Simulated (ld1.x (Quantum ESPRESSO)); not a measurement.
Ta, TM: configuration errors across variants

ld1.x (Quantum ESPRESSO) 7.5 input, shortened:

```
&input
   title='Ta', zed=73., rel=1, dft='BLYP', iswitch=3,
   config='[Xe] 4f14 5d3 6s2 6p0'
 /
 &inputp
   pseudotype=2, tm=.true., lloc=0,
   nlcc=.true.
 /
4
6P  2  1   0.00   0.00  3.85  3.85  0.0
5D  3  2   3.00   0.00  2.30  2.30  0.0
4F  4  3  14.00   0.00  0.85  0.85  0.0
6S  1  0   2.00   0.00  2.35  2.35  0.0
 &test
   configts(1)='4f14 5d3 6s2 6p0'
 /
```

All-electron excitation energies from the reference (eV): (1) 4f14 5d3 6s1 6p0 8.394; (2) 4f14 5d3 6s0 6p0 23.446; (3) 4f14 5d2 6s0 6p0 47.038; (4) 4f14 5d3 6s1.5 6p0 3.409; (5) 4f14 5d3 6s0 6p1 13.492; (6) 4f14 5d3 6s1 6p1 4.174; (7) 4f14 5d3.5 6s1.5 6p0 0.997.

1 further variants failed, have other tests or too few solved ones, and are left out.

Errors AE − PS in meV (a dash: test not solved or not reliable):

| change | (1) | (2) | (3) | (4) | (5) | (6) | (7) | bound ghosts |
| --- | --- | --- | --- | --- | --- | --- | --- | --- |
| base | -8.0 | -38 | -179 | -2.4 | -12 | -3.2 | -12 | not determined |
| wave 6s (bound): rc 2.35 bohr becomes 6s (bound): rc 1.96 bohr | -3.8 | -29 | -197 | -1.4 | -13 | -2.7 | -7.5 | not determined |
| wave 6s (bound): rc 2.35 bohr becomes 6s (bound): rc 2.42 bohr | -8.4 | -40 | -177 | -2.5 | -13 | -3.4 | -13 | not determined |
| wave 6s (bound): rc 2.35 bohr becomes 6s (bound): rc 2.98 bohr | -8.4 | -41 | -182 | -2.5 | -14 | -3.6 | -13 | not determined |
| wave 6s (bound): rc 2.35 bohr becomes 6s (bound): rc 3.42 bohr | -6.6 | -48 | -256 | -1.9 | -22 | -5.4 | -7.8 | not determined |

Q: Give the same row for: wave 6s (bound): rc 2.35 bohr becomes 6s (bound): rc 2.74 bohr.

A: -8.9, -42, -173, -2.7, -14, -3.5, -13; bound ghosts: not determined.
